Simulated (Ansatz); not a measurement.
`S[SiH2]Cl` + `C/N=[CH]\[GeH3]` → `S[SiH2][GeH3]` + `C/N=C/Cl`  (formal exchange of groups at the Si–Cl bond)

Program: Ansatz. Geometries: PBE0-D4/def2-TZVP. ΔE: electronic, gas phase. CCSD(T)/CBS adds triple-zeta CCSD(T) − MP2 to the extrapolated MP2 energy (def2 sets, frozen cores). Double bonds are as drawn, so ΔE can hold a change between cis and trans. Functionals use def2-TZVPP. B3LYP here is the variant with VWN-RPA as its local correlation; programs differ in this. For Ge outer-core shells are correlated without core-valence functions, which leaves a few kJ/mol of doubt a bond. Scalar relativity is left out up to krypton. One conformer a species, not always the lowest.

**Question.** Is it downhill or uphill in electronic energy at CCSD(T)/CBS, and by how much? (An estimate is asked.)

**Answer.** Ansatz gave: Uphill: ΔE = +24.1 kcal/mol.

**Question.** What do these levels give: PBE-D4, PBE0-D4, B3LYP-D4, PBE, PBE0, B3LYP, MP2/def2-TZVPP, SCS-MP2/def2-TZVPP, HF/def2-QZVPP, MP2/def2-QZVPP, SCS-MP2/def2-QZVPP, MP2/CBS(def2)? (An estimate is asked.)

**Answer.** The calculation gave: PBE-D4 19.0, PBE0-D4 20.4, B3LYP-D4 21.9, PBE 18.7, PBE0 20.1, B3LYP 21.4, MP2/def2-TZVPP 24.8, SCS-MP2/def2-TZVPP 24.7, HF/def2-QZVPP 25.2, MP2/def2-QZVPP 25.1, SCS-MP2/def2-QZVPP 25.1, MP2/CBS(def2) 25.3 kcal/mol.

Largest T1 diagnostic among the species: 0.012.

From PBE to PBE0 (25 % exact exchange), in def2-TZVPP and without D4, ΔE moves by +1.4 kcal/mol.
